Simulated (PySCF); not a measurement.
**Bromine: a sound run and one with changed settings**

Sound run: Br²⁺ [Ar] 3d10 4s2 4p3, Br³⁺ [Ar] 3d10 4s2 4p2. Computed with PySCF 2.14 in cc-pVDZ-PP with ECP10MDF (4s3p2d, 23 functions), with a scalar-relativistic core potential. The sound run starts from symmetry-adapted Hartree-Fock orbitals and uses a fine grid where one is needed.

Changed run: 26 angular points. This setting is unsound on purpose.

| species | method | sound run (hartree) | changed run (hartree) | converged |
| --- | --- | --- | --- | --- |
| Br²⁺ | UHF | -414.33728 | -414.33728 | yes |
| Br²⁺ | B3LYP | -415.63461 | -415.63461 | yes |
| Br²⁺ | BP86 | -415.73134 | -415.73134 | yes |
| Br³⁺ | UHF | -413.06527 | -413.06527 | yes |
| Br³⁺ | B3LYP | -414.34653 | -414.34661 | yes |
| Br³⁺ | BP86 | -414.44202 | -414.44205 | yes |

Ionisation energy of Br²⁺:

| method | sound run (eV) | changed run (eV) |
| --- | --- | --- |
| UHF | 34.613 | 34.613 |
| B3LYP | 35.050 | 35.048 |
| BP86 | 35.084 | 35.083 |

A coarse angular grid integrates products of high-l functions wrongly, so density functionals can shift, and the SCF can exploit the error; Hartree-Fock and MP2 need no grid.

For comparison, NIST gives 34.871 ± 0.019 eV between the lowest levels.
